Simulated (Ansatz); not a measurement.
Cost and result for the atomization energy of C₅H₁₂ClIn (`C[CH2][In]([Cl])[CH](C)C`) (19 atoms, 18 bonds).

| atom | x (Å) | y (Å) | z (Å) |
| --- | --- | --- | --- |
| C1 | 0.014 | -0.617 | 3.409 |
| C2 | -0.879 | -0.300 | 2.219 |
| In3 | 0.200 | 0.405 | 0.490 |
| Cl4 | 2.313 | 1.262 | 1.186 |
| C5 | 0.045 | 0.637 | -1.660 |
| C6 | -1.176 | -0.054 | -2.249 |
| C7 | 1.337 | 0.200 | -2.335 |
| H8 | 0.699 | -1.441 | 3.195 |
| H9 | -0.580 | -0.905 | 4.282 |
| H10 | 0.630 | 0.239 | 3.691 |
| H11 | -1.596 | 0.490 | 2.463 |
| H12 | -1.470 | -1.167 | 1.913 |
| H13 | -0.064 | 1.720 | -1.785 |
| H14 | -1.132 | -1.140 | -2.117 |
| H15 | -1.240 | 0.130 | -3.329 |
| H16 | -2.112 | 0.293 | -1.804 |
| H17 | 2.211 | 0.704 | -1.916 |
| H18 | 1.499 | -0.878 | -2.241 |
| H19 | 1.302 | 0.423 | -3.409 |

Charge 0, multiplicity 1. Correlated methods include outer-core shells of In, which these sets cover unevenly. In takes the def2 core potential. All single points use the PBE0-D4/def2-TZVP geometry. It is one conformer, not always the lowest. Program: Ansatz. All runs use 2 threads of an AMD EPYC 7R13 on a shared host and a share of an NVIDIA H100 80 GB. Times are those of one run each, without the atoms' runs, and a repeat can differ threefold. Electronic energies, without spin–orbit coupling; frozen cores. CCSD(T)/CBS adds CCSD(T) − MP2 in def2-TZVPP to the MP2 limit, and its time is that of the two runs behind it. T1 = 0.011. With those shells the extrapolation isn't a true limit. B3LYP takes the VWN-RPA correlation (the form of Gaussian; ORCA's B3LYP/G). HSE06 is the plane-wave form, built on full-range PBE exchange.

CCSD(T)/CBS is a level of theory with its own doubt, some kJ/mol a heavy atom from the limit and from the frozen cores, so smaller differences don't rank the functionals.

```
                            level  functions  wall time
           LDA (SPW92)/def2-TZVPP        415       15 s
            r2SCANh-D4/def2-TZVPP        415       17 s
              HSE06-D4/def2-TZVPP        415       17 s
             revPBE-D4/def2-TZVPP        415       18 s
                 CCSD(T)/def2-SVP        174       18 s
  PBE-D4/def2-TZVPP (with forces)        415       18 s
          CAM-B3LYP-D4/def2-TZVPP        415       18 s
                   MP2/def2-QZVPP        797       19 s
B3LYP-D4/def2-TZVPP (with forces)        415       22 s
               ωB97X-V/def2-TZVPP        415       22 s
 ωB97M-V/def2-TZVPP (with forces)        415       25 s
               CCSD(T)/def2-TZVPP        415       33 s
                CCSD(T)/CBS(def2)          –       51 s
```

What atomization energy does each give, and how far from CCSD(T)/CBS? (An estimate is asked.)

Computed: 
| level | atomization (kJ/mol) | difference from CCSD(T)/CBS | per bond |
| --- | --- | --- | --- |
| LDA (SPW92)/def2-TZVPP | 7946.7 | 903.6 | 50.2 |
| r2SCANh-D4/def2-TZVPP | 7021.8 | -21.3 | -1.2 |
| HSE06-D4/def2-TZVPP | 7069.0 | 25.9 | 1.4 |
| revPBE-D4/def2-TZVPP | 6979.8 | -63.3 | -3.5 |
| CCSD(T)/def2-SVP | 6735.6 | -307.5 | -17.1 |
| PBE-D4/def2-TZVPP (with forces) | 7132.7 | 89.6 | 5.0 |
| CAM-B3LYP-D4/def2-TZVPP | 7039.7 | -3.4 | -0.2 |
| MP2/def2-QZVPP | 7043.9 | 0.8 | 0.0 |
| B3LYP-D4/def2-TZVPP (with forces) | 7009.0 | -34.1 | -1.9 |
| ωB97X-V/def2-TZVPP | 7040.8 | -2.3 | -0.1 |
| ωB97M-V/def2-TZVPP (with forces) | 7043.4 | 0.3 | 0.0 |
| CCSD(T)/def2-TZVPP | 6887.8 | -155.3 | -8.6 |
| CCSD(T)/CBS(def2) | 7043.1 | 0.0 | 0.0 |

The D4 term adds +68.4 kJ/mol with B3LYP and +36.8 kJ/mol with PBE0; it sums over pairs of atoms, weighted by their polarisabilities, and B3LYP, whose exchange is more repulsive, gets the larger term. In def2-TZVPP, CCSD(T) changes the Hartree–Fock value by +1591.9 kJ/mol (the triples alone add +89.5 kJ/mol) and MP2 by +1656.9 kJ/mol; breaking electron pairs costs correlation energy, which Hartree–Fock lacks. From BLYP to BHLYP (50 % exact exchange), in def2-TZVPP and without D4, the atomization energy moves by −50.0 kJ/mol: exact exchange takes away binding that semilocal exchange gives to molecules.

Spin–orbit coupling would lower the free In atoms strongly, and the atomization energy with them, by more than many differences here.
